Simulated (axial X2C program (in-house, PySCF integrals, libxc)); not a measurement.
## Curves of CsBe by EOM-EA-CCSD

Computed with an in-house all-electron X2C program for linear molecules (integrals from PySCF): two-component X2C with atomic mean-field Coulomb and Gaunt terms, Gaussian nuclei, basis Cs dyall-acv3z, Be dyall-acv3z with contracted cores.

Energies in eV from the lowest point of the lowest state; states are followed by energy order within each Ω. Reference: CsBe⁺, 10 electrons correlated in 92 virtual spinors with an MP2 remainder; levels at this size can be off by some tenths of an eV. Masses 132.905 and 9.012 u.

```json
{"R (Å)": "3.432", "(1)Ω=1/2": "0.0986", "(2)Ω=1/2": "0.4798", "(1)Ω=3/2": "0.4937", "(3)Ω=1/2": "0.9530", "(4)Ω=1/2": "1.5648", "(2)Ω=3/2": "1.5942", "(5)Ω=1/2": "1.6336"}
{"R (Å)": "3.581", "(1)Ω=1/2": "0.0505", "(2)Ω=1/2": "0.5326", "(1)Ω=3/2": "0.5460", "(3)Ω=1/2": "0.9435", "(4)Ω=1/2": "1.5253", "(2)Ω=3/2": "1.5547", "(5)Ω=1/2": "1.5899"}
{"R (Å)": "3.730", "(1)Ω=1/2": "0.0223", "(2)Ω=1/2": "0.6000", "(1)Ω=3/2": "0.6132", "(3)Ω=1/2": "0.9532", "(4)Ω=1/2": "1.5035", "(2)Ω=3/2": "1.5325", "(5)Ω=1/2": "1.5668"}
{"R (Å)": "3.898", "(1)Ω=1/2": "0.0061", "(2)Ω=1/2": "0.6857", "(1)Ω=3/2": "0.6992", "(3)Ω=1/2": "0.9796", "(4)Ω=1/2": "1.4935", "(2)Ω=3/2": "1.5218", "(5)Ω=1/2": "1.5579"}
{"R (Å)": "4.066", "(1)Ω=1/2": "0.0000", "(2)Ω=1/2": "0.7760", "(1)Ω=3/2": "0.7900", "(3)Ω=1/2": "1.0161", "(4)Ω=1/2": "1.4939", "(2)Ω=3/2": "1.5212", "(5)Ω=1/2": "1.5610"}
{"R (Å)": "4.290", "(1)Ω=1/2": "0.0001", "(2)Ω=1/2": "0.8951", "(1)Ω=3/2": "0.9108", "(3)Ω=1/2": "1.0722", "(4)Ω=1/2": "1.5052", "(2)Ω=3/2": "1.5306", "(5)Ω=1/2": "1.5767"}
```

No minimum in range: (2)Ω=1/2, (1)Ω=3/2; the order of states may turn beyond it. T1 of the reference reaches 0.008 (Lee–Taylor). Curves followed by order can swap character. Number of frozen shells: Cs 4 s, 3 p, 2 d; Be 1 s. Roots with under 60 % one-particle weight at any point are counted in the labels but not shown, and the list ends where the roots sought for some Ω run out; states that need a further excitation are missing and may lie low or lowest. Curves with a minimum but no constants failed the fit check.
